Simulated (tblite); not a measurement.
C5H10F3PSi.
InChI=1S/C5H10F3PSi/c1-10(2,3)4-9-5(6,7)8/h4H,1-3H3

Computed values, GFN2-xTB/tblite, gas phase, harmonic and unscaled. Against measured fundamentals such values can be off by several per cent, at times by over 20.

Harmonic wavenumbers (cm⁻¹): 45.2, 56.5, 87.7, 95.3, 98.6, 119.8, 123.7, 147.0, 171.3, 183.0, 193.3, 207.6, 229.5, 274.6, 336.3, 407.7, 465.2, 479.4, 569.7, 657.4, 672.8, 733.6, 741.6, 752.1, 782.4, 795.8, 804.3, 855.9, 862.0, 871.0, 1036.2, 1039.2, 1073.3, 1099.1, 1239.4, 1371.6, 1375.4, 1380.0, 1474.8, 1477.2, 1478.1, 1485.1, 1490.0, 1492.8, 2998.5, 3038.4, 3039.1, 3041.5, 3042.7, 3044.4, 3047.0, 3052.7, 3063.4, 3067.8.

A = 1556, B = 616.6, C = 569.5 MHz; mass 186.024 u (most abundant isotopes); point group C1, symmetry number 1.

**Question.** Zero-point energy?

**Answer.** Half the sum of the wavenumbers: 30884 cm⁻¹ = 88.30 kcal/mol.

**Question.** What is S at 200 K and 1 bar for an ideal gas of classical rigid rotors and harmonic oscillators?

**Answer.** Translation 39.61, rotation 29.56, vibration 33.79: S = 103.0 cal/(mol K).

**Question.** And Cp and H(200 K) − H(0)?

**Answer.** Cp = 40.52 cal/(mol K), of which vibrations give 32.58 (their classical limit is 54 R = 107.3); H(200 K) − H(0) = 5.22 kcal/mol without the zero-point energy, 3.63 from vibrations.

**Question.** Which modes carry the vibrational entropy at 200 K?

**Answer.** 45.2 cm⁻¹: 4.23; 56.5 cm⁻¹: 3.79; 87.7 cm⁻¹: 2.94; 95.3 cm⁻¹: 2.78; 98.6 cm⁻¹: 2.71; 119.8 cm⁻¹: 2.34 cal/(mol K); the other 48 give 15.01 together.

**Question.** What must be added to the electronic energy to get the Gibbs energy at 200 K and 1 bar?

**Answer.** ZPE + [H(200 K) − H(0)] − T·S = 88.30 + 5.22 − 20.59 = 72.93 kcal/mol.

Hindered rotation and anharmonicity are outside this model. The structure is chiral; the term R ln 2 for an equal mix with its mirror image is left out.

The values belong to the conformer `[CH3:1][Si:2]([CH3:3])([CH3:4])/[CH:5]=[P:6]\[C:7]([F:8])([F:9])[F:10]`: C1–Si2–C5–P6 -46°, C5–P6–C7–F8 -46°.
